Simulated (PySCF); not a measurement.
B3LYP has the VWN-RPA correlation part, as in Gaussian. 

[Hf(OCH3)4] (charge 0, multiplicity 1)

Level of theory: B3LYP-D3(BJ)/def2-TZVP // BP86-D3(BJ)/def2-SVP (PySCF).

```json
{
 "HOMO": "-7.29 eV",
 "dipole_moment": "0.07 D",
 "HOMO–LUMO gap": "7.22 eV",
 "LUMO": "-0.07 eV",
 "charge on the central atom (Mulliken)": "1.49 e",
 "total_energy": "-509.0332 Ha",
 "cost": "roughly 18 core-minutes"
}
```

```xyz
21

Hf     0.5658    -0.5169    -0.2273
O      0.5525    -0.7978     1.6999
C      0.5190    -0.9679     3.0819
H      0.5270    -2.0487     3.3574
H     -0.3987    -0.5142     3.5249
H      1.4003    -0.4897     3.5706
O      1.8669     0.8604    -0.6754
C      2.7686     1.8744    -0.9913
H      3.5661     1.9636    -0.2168
H      2.2584     2.8635    -1.0643
H      3.2695     1.6810    -1.9689
O      1.0443    -2.1765    -1.1263
C      1.4458    -3.3415    -1.7762
H      2.0820    -3.1129    -2.6634
H      0.5675    -3.9282    -2.1342
H      2.0374    -4.0010    -1.0987
O     -1.2023     0.0482    -0.8148
C     -2.4594     0.4128    -1.2914
H     -2.4325     1.4150    -1.7803
H     -3.2071     0.4612    -0.4653
H     -2.8367    -0.3188    -2.0441
```
